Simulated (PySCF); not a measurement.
Input for PySCF: R-MP2/6-31G* on H5NSi (SMILES N[SiH3]), a point of a bond scan (R = 3.965 Å).

```python
from pyscf import gto, scf, dft, mp
from pyscf.data.elements import chemcore

mol = gto.M(
    atom='''
    N     3.36752185   -0.24340846   -0.29295892
    Si   -0.57330372    0.04712310    0.03033856
    H     3.96409435    0.43722851    0.15063445
    H     3.80927018   -1.14920961   -0.31093653
    H    -1.14118321   -0.28608098    1.36605757
    H    -0.95227392    1.44629769   -0.27348173
    H    -1.17949996   -0.88202113   -0.95090140
    ''',
    basis='6-31g*',
    cart=True,
    charge=0, spin=0, verbose=3, max_memory=1800)
mf = scf.RHF(mol)
mf.conv_tol = 1e-8
mf.max_cycle = 100
mf.kernel()
if not mf.converged:
    mf = mf.newton().run(mf.mo_coeff, mf.mo_occ)
pt = mp.MP2(mf, frozen=chemcore(mol)).run()
```

**Question.** Give the final energy of this run.

**Answer.** -346.3268 hartree.
